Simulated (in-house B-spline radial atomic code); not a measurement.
Response of neutral barium as one setting changes: the share of exact exchange in a PBE hybrid. A dash marks a strongly mixed or unbound state. Computed with a B-spline radial code for spherical atoms: linear response of the closed shell [Xe] 6s2 with the functional's adiabatic kernel; scalar-relativistic (spin-free one-electron X2C), finite nucleus, no spin-orbit coupling, no double excitations, S, P, D and F terms only; shells from n = 4 respond.

Spin-orbit coupling is strong here, so these LS terms don't match observed levels.

| share of exact exchange in a PBE hybrid | lowest 1P (eV) | lowest 3P, Tamm-Dancoff (eV) | minus highest occupied level (eV) | α (bohr³) |
| --- | --- | --- | --- | --- |
| 0 | 6s → 6p 2.429 | 6s → 6p 1.478 | 3.228 | 265.9 |
| 0.1 | ? | ? | ? | ? |
| 0.2 | 6s → 6p 2.400 | 6s → 6p 1.412 | 3.605 | 275.3 |
| 0.3 | ? | ? | ? | ? |
| 0.4 | 6s → 6p 2.367 | 6s → 6p 1.345 | 3.977 | 285.6 |
| 0.5 | 6s → 6p 2.349 | 6s → 6p 1.311 | 4.160 | 291.2 |
| 0.6 | 6s → 6p 2.330 | 6s → 6p 1.277 | 4.342 | 297 |
| 0.7 | 6s → 6p 2.309 | 6s → 6p 1.244 | 4.523 | 303.1 |
| 0.8 | 6s → 6p 2.288 | 6s → 6p 1.210 | 4.701 | 309.5 |
| 0.9 | 6s → 6p 2.266 | 6s → 6p 1.176 | 4.879 | 316.3 |
| 1 | 6s → 6p 2.243 | 6s → 6p 1.142 | 5.054 | 323.4 |

Question: What belongs in the row for 0.1?

Answer: lowest 1P (eV): 6s → 6p 2.415; lowest 3P, Tamm-Dancoff (eV): 6s → 6p 1.445; minus highest occupied level (eV): 3.417; α (bohr³): 270.5.

Question: What belongs in the row for 0.3?

Answer: lowest 1P (eV): 6s → 6p 2.384; lowest 3P, Tamm-Dancoff (eV): 6s → 6p 1.378; minus highest occupied level (eV): 3.792; α (bohr³): 280.3.
